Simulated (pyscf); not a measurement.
**H₂N–Cr(=O)(=O)–OH, singlet**

Gas-phase minimum from PySCF at ωB97X-D3(BJ)/def2-SVP, one conformer. 

```xyz
8

N     -0.2919    -0.5036    -0.5063
Cr     0.3899     1.0203     0.0891
O      0.3767     0.9456     1.6199
O     -0.4562     2.1744    -0.4538
O      2.0212     1.2398    -0.4907
H     -0.3933    -1.3272     0.0797
H     -0.8432    -0.5425    -1.3594
H      2.7010     0.8357     0.0666
```

Bond lengths (Å): N1–Cr2 1.773, N1–H6 1.016, N1–H7 1.016, Cr2–O3 1.533, Cr2–O4 1.530, Cr2–O5 1.745, O5–H8 0.967. Angles (°): Cr2–N1–H6 122.8, Cr2–N1–H7 121.6, H6–N1–H7 113.5, N1–Cr2–O3 106.9, N1–Cr2–O4 108.5, N1–Cr2–O5 110.9, O3–Cr2–O4 112.7, O3–Cr2–O5 110.2, O4–Cr2–O5 107.7, Cr2–O5–H8 114.4.

Properties at ωB97X-D3(BJ)/def2-SVP:

```json
{
 "harmonic_wavenumbers_unscaled": "206, 269, 299, 326, 331, 376, 401, 448, 713, 753, 786, 811, 1182, 1203, 1492, 3597, 3717, 3875 cm⁻¹",
 "zero_point_energy": "29.7 kcal/mol",
 "rotational_symmetry_number": "1",
 "Entropy of this conformer at 298 K and 1 atm, rigid rotor and harmonic oscillator, modes under 100 cm⁻¹ raised to 100": "324.9 J/(mol K)",
 "dipole_moment": "3.44 D"
}
```

Single-point totals, which compare only within one level:

| level | total energy (hartree) |
|---|---|
| ωB97X-D3(BJ)/def2-TZVP | -1326.86911 |
| PBE/def2-TZVP | -1326.43899 |
| r²SCAN/def2-TZVP | -1326.77472 |
| B3LYP-D3(BJ)/def2-TZVP | -1326.92081 |
| PBE0-D3(BJ)/def2-TZVP | -1326.35672 |
| M06-2X/def2-TZVP | -1326.62674 |
| ωB97M-D3(BJ)/def2-TZVP | -1326.94049 |
